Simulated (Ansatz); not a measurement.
Consider the formal hydrolysis of the Si–F bond: `F[SiH](F)[SeH]` + H₂O → `O[SiH](F)[SeH]` + H–F.

Program: Ansatz. Geometries: PBE0-D4/def2-TZVP. ΔE: electronic, gas phase. CCSD(T)/CBS adds triple-zeta CCSD(T) − MP2 to the extrapolated MP2 energy (def2 sets, frozen cores). This one scheme is used for every species. DFT in def2-TZVPP. For Se outer-core shells are correlated without core-valence functions, which leaves a few kJ/mol of doubt a bond. Scalar relativity is left out up to krypton. Each species was taken in one conformer, which may not be the lowest.

```tsv
species	r2SCAN energy (Eh)
`F[SiH](F)[SeH]`	-2892.08281
H₂O	-76.42320
`O[SiH](F)[SeH]`	-2868.04630
H–F	-100.44665
```

Problem. Work out ΔE.

Solution. ΔE = (-2868.04630) + (-100.44665) − (-2892.08281) − (-76.42320) = 0.01306 Eh = +8.2 kcal/mol. CCSD(T)/CBS gives +7.9 kcal/mol.

Problem. What do rigid-rotor, harmonic-oscillator terms from PBE0-D4/def2-TZVP frequencies (298.15 K, 1 bar) make of the CCSD(T)/CBS value? (Best estimate.)

Solution. Ansatz gave: ΔZPE = -0.2 kcal/mol, ΔH = +7.6 kcal/mol, ΔS = -12 J/(mol·K), ΔG = +8.4 kcal/mol.

Largest T1 diagnostic among the species: 0.011.

The D4 term adds −0.7 kcal/mol with B3LYP and −0.4 kcal/mol with PBE0; it sums over pairs of atoms, weighted by their polarisabilities, and B3LYP, whose exchange is more repulsive, gets the larger term. In def2-TZVPP, CCSD(T) changes the Hartree–Fock value by −1.5 kcal/mol (the triples alone add −0.3 kcal/mol) and MP2 by −2.0 kcal/mol. Leaving LDA and LC-ωPBE aside and taking each functional with its dispersion term where it has one, the values, not all of them listed here, spread over 1.8 kcal/mol, from revPBE-D4 to B97M-V. LDA lies −1.2 kcal/mol from PBE without D4.

B3LYP here is the variant with VWN-RPA as its local correlation; programs differ in this.
